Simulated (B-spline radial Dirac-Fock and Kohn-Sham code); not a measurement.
Auger parameter of oxygen: the K level and its strongest K-LL line

Calculated with a B-spline atomic structure program, using Dirac-Fock (average of configuration) total-energy differences with a finite nucleus, the Breit interaction including its frequency dependence, and self-energy and vacuum-polarisation corrections. The modified Auger parameter α′ is the binding energy plus the kinetic energy of the Auger electron; it does not depend on the energy zero. For free ions it tends to fall with charge, since less charge screens the final holes.

```csv
species,configuration,binding 1s (eV),Auger line,kinetic (eV),α′ (eV)
O²⁻ (Watson 1.207 Å),[He] 2s2 2p6,535.1,L2L3 J=2,502.0,1037.1
O²⁻ (Watson 1.42 Å),[He] 2s2 2p6,533.8,L2L3 J=2,505.1,1038.8
O²⁻ (Watson 1.704 Å),[He] 2s2 2p6,532.1,L2L3 J=2,508.2,1040.2
```
